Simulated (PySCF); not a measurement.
Compound: C7H18PSi (charge +1).
SMILES with atom numbers: `[CH2:1]=[CH:2][P@+:3]([CH3:4])([CH2:5][SiH3:6])[CH2:7][CH2:8][CH3:9]` (hydrogens: H10, H11 on C1; H12 on C2; H13, H14, H15 on C4; H16, H17 on C5; H18, H19, H20 on Si6; H21, H22 on C7; H23, H24 on C8; H25, H26, H27 on C9)

Computed with PySCF at PBE0/pcSseg-1, non-relativistic, on one gas-phase PBE0-D3(BJ)/def2-SVP geometry that isn't relaxed in the solvent. The solvent is an IEF-PCM continuum (van der Waals radii × 1.2). The model holds no explicit solvent molecules, cavitation or dispersion.

Gas phase at PBE0/pcSseg-1: HOMO -12.50 eV, LUMO -5.07 eV.

Question: What does the continuum do to the energy and the frontier levels at PBE0/pcSseg-1 in chloroform and acetonitrile?

Answer: 
```tsv
solvent	ε	E(solvent) − E(gas) (kcal/mol)	polarisation term (kcal/mol)	distortion of the solute (kcal/mol)	HOMO (eV)	LUMO (eV)
chloroform	4.711	-39.08	-39.84	0.76	-9.44	-1.99
acetonitrile	35.69	-48.79	-50.29	1.50	-8.72	-1.26
```

The first energy column is the sum of the next two and covers electrostatics alone. From chloroform to acetonitrile the lowering changes by a factor 1.25, Born's factor 1 − 1/ε by 1.23 and ε itself by 7.6.

Question: Which radius a makes Born's formula ΔE = −(q²/2a)(1 − 1/ε) give the value in acetonitrile?

Answer: a = q²(1 − 1/ε)/(2|ΔE|) = 3.31 Å, with q = +1 e and |ΔE| = 0.0778 Eh; the farthest nucleus lies 4.64 Å from the centroid of the nuclei. The formula assumes a point charge at the centre of a sphere.

Question: Which Mulliken charges (PBE0/pcSseg-1) respond most in acetonitrile (means over atoms taken as equivalent)?

Answer: 
| atoms | environment | gas (e) | solvent (e) | change |
| --- | --- | --- | --- | --- |
| P3 | phosphonium phosphorus | +0.511 | +0.570 | +0.059 |
| Si6 | SiH3 silicon | +0.486 | +0.519 | +0.033 |
| H18/H19/H20 | Si–H hydrogen | -0.031 | -0.057 | -0.026 |
| C1 | terminal =CH2 carbon | -0.073 | -0.090 | -0.017 |
| C9 | methyl carbon | -0.259 | -0.273 | -0.014 |
| C8 | chain CH2 carbon | -0.297 | -0.283 | +0.014 |
| H17 | methylene hydrogen | +0.215 | +0.228 | +0.013 |
| H25/H26/H27 | methyl hydrogen | +0.139 | +0.127 | -0.012 |
| H11 | vinylic hydrogen | +0.182 | +0.171 | -0.011 |
| H22 | methylene hydrogen | +0.186 | +0.197 | +0.011 |
| H10 | vinylic hydrogen | +0.160 | +0.169 | +0.009 |
| H21 | methylene hydrogen | +0.194 | +0.203 | +0.009 |

Conformer computed: `[CH2:1]=[CH:2][P@+:3]([CH3:4])([CH2:5][SiH3:6])[CH2:7][CH2:8][CH3:9]`: C1–C2–P3–C4 1°, C2–P3–C5–Si6 178°, C2–P3–C7–C8 -62°, P3–C7–C8–C9 177°.
